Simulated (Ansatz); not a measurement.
```yaml
atoms:
  - { symbol: B, position_ang: [0.0000, 0.0000, 0.0000] }
  - { symbol: H, position_ang: [1.3031, 0.0000, 0.0000] }
  - { symbol: H, position_ang: [-0.6515, 1.1285, 0.0000] }
  - { symbol: H, position_ang: [-0.6515, -1.1285, 0.0000] }
```

Basis set: def2-TZVP (spherical functions). Frozen core: 1 orbital. Charge 0, multiplicity 1.

Computed with Ansatz (development build ahead of 0.2.0); each method stands on the lowest determinant of its kind that the runs found. Restricted open shells among the atoms or ions are ROHF, correlated in semicanonical orbitals with singles.

The atomization energy at this shape (free ground-state atoms in the same class of orbitals less the molecule, no zero-point energy) of singlet BH3:

| method | atomization energy |
| --- | --- |
| RHF | 223.75 kcal/mol |

(1) What does RHF-MP2 give?

Results:

(1) 260.82 kcal/mol. Caution: the shape is not the minimum.
